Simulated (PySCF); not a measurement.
# Nickel: a sound run and one with changed settings

Sound run: Ni²⁺ [Ar] 3d8, Ni³⁺ [Ar] 3d7. Computed with PySCF 2.14 in Sapporo-DKH3-DZP-2012, with scalar relativity by spin-free X2C-1e. In the sound run the correlated levels freeze [Ar]. The sound run starts from symmetry-adapted Hartree-Fock orbitals and uses a fine grid where one is needed.

Changed run: the non-relativistic Hamiltonian (point nucleus). This setting is unsound on purpose.

```csv
species,method,sound run (hartree),changed run (hartree),converged
Ni²⁺,UHF,-1518.20629,-1499.97837,yes
Ni²⁺,BP86,-1519.79479,-1501.57903,yes
Ni²⁺,PBE,-1519.31297,-1501.09767,yes
Ni²⁺,MP2,-1518.40550,-1500.17474,yes
Ni³⁺,UHF,-1517.00691,-1498.76333,yes
Ni³⁺,BP86,-1518.47245,-1500.24277,yes
Ni³⁺,PBE,-1517.99373,-1499.76434,yes
Ni³⁺,MP2,-1517.13037,-1498.88511,yes
```

Ionisation energy of Ni²⁺:

```json
{"method": "UHF", "sound run (eV)": "32.637", "changed run (eV)": "33.063"}
{"method": "BP86", "sound run (eV)": "35.983", "changed run (eV)": "36.362"}
{"method": "PBE", "sound run (eV)": "35.898", "changed run (eV)": "36.282"}
{"method": "MP2", "sound run (eV)": "34.698", "changed run (eV)": "35.093"}
{"method": "SCS-MP2", "sound run (eV)": "34.578", "changed run (eV)": "34.974"}
```

Most of the change in total energy is the relativistic energy itself. On top of that the contraction fixes the core shape for the Hamiltonian it was made with, so the changed run is not a good calculation with the other Hamiltonian either.

For comparison, NIST gives 35.187 ± 0.019 eV between the lowest levels.
